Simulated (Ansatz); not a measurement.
Mulliken charges of CH₄F₃NSi (`CN[Si](F)(F)F`) from ωB97M-V/def2-TZVPP in Ansatz (PBE0-D4/def2-TZVP geometry).

| atom | x (Å) | y (Å) | z (Å) | charge (e) |
| --- | --- | --- | --- | --- |
| C1 | 0.192 | -1.054 | 0.940 | -0.228 |
| N2 | 0.610 | 0.072 | 0.126 | -0.278 |
| Si3 | -0.362 | 0.924 | -0.931 | 0.916 |
| F4 | -1.158 | -0.050 | -1.881 | -0.293 |
| F5 | 0.543 | 1.890 | -1.787 | -0.293 |
| F6 | -1.475 | 1.820 | -0.258 | -0.293 |
| H7 | 0.925 | -1.864 | 0.893 | 0.121 |
| H8 | -0.751 | -1.453 | 0.564 | 0.112 |
| H9 | 0.042 | -0.779 | 1.989 | 0.125 |
| H10 | 1.518 | 0.443 | 0.348 | 0.112 |

Question: By hand: the dipole of these point charges (1 e Å = 4.8032 D).

Answer: Σ q r = (0.271, -0.442, 0.507) e Å, of length 0.725 e Å = 3.48 D.

Question: How does the dipole of the full density compare? (Best estimate.)

Answer: Computed: (0.330, -0.295, 0.422) e Å, 2.94 D; the point charges give 1.18 times that, at 12° from its direction.

Point charges leave out the atoms' own dipoles, such as those of lone pairs, and Mulliken's split depends on the basis, so the two needn't agree.
